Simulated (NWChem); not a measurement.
Program: NWChem. System: chlorotrifluoromethane (CClF3), charge 0, spin multiplicity 1, at a geometry optimised with B3LYP/def2-SVP. Level: BLYP/def2-TZVP.

Job file:

```
start mol
memory heap 200 mb stack 900 mb global 1100 mb
geometry units angstroms nocenter noautoz
  F      0.854806     0.564727     1.078109
  C      0.355326    -0.024606     0.000000
  F      0.854806     0.564727    -1.078109
  F      0.725774    -1.298137     0.000000
  Cl    -1.414731     0.097987     0.000000
  symmetry group Cs
end
basis spherical
  * library def2-tzvp
end
dft
  xc becke88 lyp
  semidirect memsize 60000000 filesize 0
  iterations 100
end
task dft energy
```

Output (cleaned and shortened):

```
             Northwest Computational Chemistry Package (NWChem) 7.3.0
             --------------------------------------------------------

                                NWChem Input Module
                                -------------------

 Scaling coordinates for geometry "geometry" by  1.889725989
 (inverse scale =  0.529177249)

 Turning off AUTOSYM since
 SYMMETRY directive was detected!

                             Geometry "geometry" -> ""
                             -------------------------

 Output coordinates in angstroms (scale by  1.889725989 to convert to a.u.)

  No.       Tag          Charge          X              Y              Z
 ---- ---------------- ---------- -------------- -------------- --------------
    1 F                    9.0000     0.85480600     0.56472700     1.07810900
    2 C                    6.0000     0.35532600    -0.02460600     0.00000000
    3 F                    9.0000     0.85480600     0.56472700    -1.07810900
    4 F                    9.0000     0.72577400    -1.29813700     0.00000000
    5 Cl                  17.0000    -1.41473100     0.09798700     0.00000000

 Effective nuclear repulsion energy (a.u.)     249.7376027744

            Nuclear Dipole moment (a.u.)
            ----------------------------
        X                 Y               Z
 ---------------- ---------------- ----------------
     0.0000056692    -0.0000075589     0.0000000000

      Symmetry information
      --------------------

 Group name             Cs
 Group number              2
 Group order               2
 No. of unique centers     4

      Symmetry unique atoms

     1    2    4    5


 Summary of "ao basis" -> "" (spherical)
 ------------------------------------------------------------------------------
       Tag                 Description            Shells   Functions and Types
 ---------------- ------------------------------  ------  ---------------------
 *                         def2-tzvp                  on all atoms

                                 NWChem DFT Module
                                 -----------------
[...]
 Vector   25  Occ=2.000000D+00  E=-3.051267D-01  Symmetry=a'
              MO Center= -1.2D+00,  5.1D-02,  1.0D-11, r^2= 1.6D+00
   Bfn.  Coefficient  Atom+Function         Bfn.  Coefficient  Atom+Function
  ----- ------------  ---------------      ----- ------------  ---------------
   140      0.524301  5 Cl py               143      0.338125  5 Cl py
   137      0.258413  5 Cl py               131     -0.208528  5 Cl py
    99     -0.132182  4 F  px               102     -0.105390  4 F  px
   134     -0.093595  5 Cl py               105     -0.076610  4 F  px
     6      0.062957  1 F  px                68      0.062957  3 F  px

 Vector   26  Occ=0.000000D+00  E=-4.419489D-02  Symmetry=a'
              MO Center= -9.0D-01,  6.2D-02, -2.5D-15, r^2= 2.1D+00
   Bfn.  Coefficient  Atom+Function         Bfn.  Coefficient  Atom+Function
  ----- ------------  ---------------      ----- ------------  ---------------
    35      0.760461  2 C  s                142     -0.587382  5 Cl px
    37     -0.367324  2 C  px                40     -0.367530  2 C  px
   139     -0.321822  5 Cl px               129     -0.319342  5 Cl s
    36      0.213924  2 C  s                128     -0.206752  5 Cl s
    34      0.192825  2 C  s                136     -0.189256  5 Cl px

 Vector   27  Occ=0.000000D+00  E= 7.175872D-02  Symmetry=a'
              MO Center=  5.4D-01, -3.7D-02, -9.6D-16, r^2= 4.8D+00
   Bfn.  Coefficient  Atom+Function         Bfn.  Coefficient  Atom+Function
  ----- ------------  ---------------      ----- ------------  ---------------
    36      3.159734  2 C  s                  5     -1.011347  1 F  s
    67     -1.011347  3 F  s                 98     -1.010960  4 F  s
   129     -0.819162  5 Cl s                142     -0.517963  5 Cl px
   106     -0.399864  4 F  py                14      0.341698  1 F  pz
    76     -0.341698  3 F  pz                35      0.325626  2 C  s

 Vector   28  Occ=0.000000D+00  E= 7.518058D-02  Symmetry=a'
              MO Center=  9.1D-02, -4.2D-02,  5.5D-11, r^2= 2.7D+00
   Bfn.  Coefficient  Atom+Function         Bfn.  Coefficient  Atom+Function
  ----- ------------  ---------------      ----- ------------  ---------------
    44      1.035975  2 C  py                98      0.738619  4 F  s
    41      0.581401  2 C  py                38      0.419138  2 C  py
   143     -0.374976  5 Cl py                 5     -0.368707  1 F  s
    67     -0.368707  3 F  s                106      0.299573  4 F  py
    14      0.233386  1 F  pz                76     -0.233386  3 F  pz

 center of mass
 --------------
 x =   0.01928247 y =  -0.00133574 z =   0.00000000

 moments of inertia (a.u.)
 ------------------
         316.540981887655          16.101504871258           0.000000000000
          16.101504871258         547.904537986497           0.000000000000
           0.000000000000           0.000000000000         549.017671749171

     Multipole analysis of the density
     ---------------------------------

     L   x y z        total         alpha         beta         nuclear
     -   - - -        -----         -----         ----         -------
     0   0 0 0     -0.000000    -25.000000    -25.000000     50.000000

     1   1 0 0     -0.108989     -0.054497     -0.054497      0.000006
     1   0 1 0      0.007522      0.003765      0.003765     -0.000008
     1   0 0 1      0.000000      0.000000      0.000000      0.000000

     2   2 0 0    -23.790479   -105.949279   -105.949279    188.108078
     2   1 1 0     -0.078248      3.887794      3.887794     -7.853836
     2   1 0 1     -0.000000     -0.000000     -0.000000      0.000000
     2   0 2 0    -24.914282    -50.085076    -50.085076     75.255870
     2   0 1 1      0.000000      0.000000      0.000000      0.000000
     2   0 0 2    -24.919794    -49.816341    -49.816341     74.712887

 Task  times  cpu:        7.1s     wall:        7.1s

 Total times  cpu:        7.1s     wall:        7.1s
```
